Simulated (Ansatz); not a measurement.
The same path of F2H4N2Si + H2S (12 atoms, charge 0, multiplicity 1) was run twice with different band settings. Lost on the way: Si1–N2, S10–H12. Made: Si1–S10, N2–H12.

The calculation used Ansatz, RKS PBE-D4/def2-SVP.

Relaxed end points:

```xyz
12
Properties=species:S:1:pos:R:3
Si 0.020 0.365 0.086
N 0.214 0.424 1.781
H -0.574 0.466 2.426
H 1.099 0.187 2.231
F 1.511 0.619 -0.527
N -1.227 1.425 -0.396
H -1.712 1.277 -1.282
H -1.201 2.411 -0.134
F -0.407 -1.085 -0.550
S 1.226 -3.125 1.641
H 0.777 -2.924 0.372
H 0.424 -2.113 2.075
```

```xyz
12
Properties=species:S:1:pos:R:3
Si 0.208 -0.446 -0.914
N -0.391 0.310 2.706
H -1.295 0.006 3.093
H 0.097 0.800 3.469
F 0.840 -0.115 -2.380
N -0.092 0.997 -0.095
H -0.299 0.959 0.931
H -0.412 1.838 -0.578
F -1.068 -1.413 -1.271
S 1.501 -1.646 0.309
H 0.911 -2.812 -0.077
H 0.150 -0.551 2.528
```

Common settings: movable images 7; climbing image yes; optimiser quadratic models (default); start path through a guess of the saddle point; force threshold 0.03 eV/Å; iteration limit 60; end points relaxed.

| run | spring |
| --- | --- |
| 1 | 5.0 eV/Å² |
| 2 | 50.0 eV/Å² |

Task: What does each run give, and how far can it be trusted?

Result: Run 1: converged after 47 iterations, highest image 0.848 eV above the first end. The profile has 2 maxima (images 3, 6) with wells between them (image 4): this band takes more than one step, which may be the mechanism or a detour left from its start path. A vibrational analysis at the climbing image gives one clearly imaginary mode, 564i cm⁻¹: a first-order saddle point.
Run 2: converged after 46 iterations, highest image 0.848 eV above the first end. The profile has 2 maxima (images 3, 6) with wells between them (image 4): this band takes more than one step, which may be the mechanism or a detour left from its start path. Another band between the same ends (7 images) ends at a top of the same energy, where a vibrational analysis finds 1 clearly imaginary mode.
The orbitals stay closed-shell, which can raise the energy where a bond breaks towards radicals; this wasn't checked here.
